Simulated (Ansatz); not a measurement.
Ideal-gas functions of `F[SiH]1NC(=[Se])O1` at 400 K and 1 bar, from an Ansatz frequency run at PBE0-D4/def2-TZVP.

Molar mass 170.08 g/mol, point group C1 (symmetry number 1), electronic degeneracy 1, moments of inertia 58.477, 621.742, 640.885 u Å². Harmonic wavenumbers (cm⁻¹, unscaled): 81, 208, 300, 312, 413, 507, 648, 696, 742, 750, 854, 945, 1007, 1116, 1240, 1375, 2335, 3703.

Use S(trans) = R[1.5 ln M + 2.5 ln T − 1.1517]; rotational temperatures θ = 24.2544 K / I; S(rot) = R[ln(√π/σ · √(T³/θAθBθC)) + 1.5]; for each mode x = 1.438777 ν̃/T, S = R[x/(eˣ − 1) − ln(1 − e⁻ˣ)] and H = RT x/(eˣ − 1); 1 cm⁻¹ = 0.0119627 kJ/mol; R = 8.31446 J/(mol·K).

Task: By hand: the entropy, in J/(mol·K).

Result: Translation 179.0. Rotation: θ = 0.4148, 0.039, 0.0378 K, giving 122.7. Vibration, mode by mode: 18.60, 10.92, 8.07, 7.78, 5.75, 4.38, 2.94, 2.56, 2.25, 2.20, 1.64, 1.26, 1.05, 0.77, 0.53, 0.35, 0.02, 0.00, in all 71.1. Electronic 0.0. Sum 372.8 J/(mol·K).

Task: By hand: H − E and G − E in kJ/mol, counted from the electronic energy.

Result: Zero-point energy ½ × 17232 × 0.0119627 = 103.1; thermal vibration 16.0; translation, rotation and pV give 4 RT = 13.3. H − E = 132.4 kJ/mol, and G − E = 132.4 − 400 × 372.8/1000 = -16.7 kJ/mol.

Vibration gives 19 % of the entropy, 18.6 J/(mol·K) of it from the mode under 150 cm⁻¹: soft modes count most, and the harmonic formula is weakest for them. The sum counts one conformer and one mirror image; others add a mixing term.
